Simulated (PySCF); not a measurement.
Consider `CC(C)[SiH3]` (C3H10Si). Atom numbers as in the mapped SMILES `[CH3:1][CH:2]([CH3:3])[SiH3:4]`.

Level of theory: M06-2X/def2-TZVP single points in PySCF, grid level 3; every species was optimised with PBE0-D3(BJ)/def2-SVP. Zero-point and thermal terms (298.15 K, 1 bar) come from unscaled GFN2-xTB harmonic frequencies, with soft modes damped to free rotors in the entropy. These were taken at the GFN2-xTB minima.

Q: Rank these bonds by dissociation enthalpy, weakest first.
A. Si4–H
B. C2–Si4
C. C1–H
D. C1–C2

A: B (332 kJ/mol), D (352 kJ/mol), A (376 kJ/mol), C (408 kJ/mol).

Not ranked, since the method can't order them against a listed neighbour: C2–H (385 kJ/mol).

Q: For C1–C2, what are ΔE (electronic) and ΔG(298 K) of the homolysis?

A: ΔE = 379 and ΔG = 298 kJ/mol, beside ΔH = 352 kJ/mol. The radicals are CH3• and `C[CH][SiH3]`.

Known limits: the order of Si4–H and C2–H is undecided: the gaps lie inside the method's error (some 10 kJ/mol, one structure a species).
